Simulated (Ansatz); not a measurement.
Calculated with Ansatz (gas phase, PBE0-D4/def2-TZVP geometries, no zero-point term in ΔE). CCSD(T)/CBS adds triple-zeta CCSD(T) − MP2 to the extrapolated MP2 energy (def2 sets, frozen cores). Functionals use def2-TZVPP. One conformer a species, not always the lowest.

Reaction (formal exchange of groups at the Si–N bond): `CN[SiH2]Cl` + `COCCOC=O` → `O=COC[SiH2]Cl` + `CNCOC`

CCSD(T)/CBS gives +0.94 eV.

Another level gave +0.89 eV. Which?
A. B2PLYP/def2-TZVPP
B. HF/def2-TZVPP
C. PBE0-D4/def2-TZVPP
D. PBE-D4/def2-TZVPP

C. PBE0-D4 0.89, B2PLYP 0.94, PBE-D4 0.83, HF/def2-TZVPP 1.01 eV.

Largest T1 diagnostic among the species: 0.014.

In def2-TZVPP, CCSD(T) changes the Hartree–Fock value by −0.08 eV (the triples alone add −0.02 eV) and MP2 by −0.05 eV. From PBE to PBE0 (25 % exact exchange), in def2-TZVPP and without D4, ΔE moves by +0.05 eV.
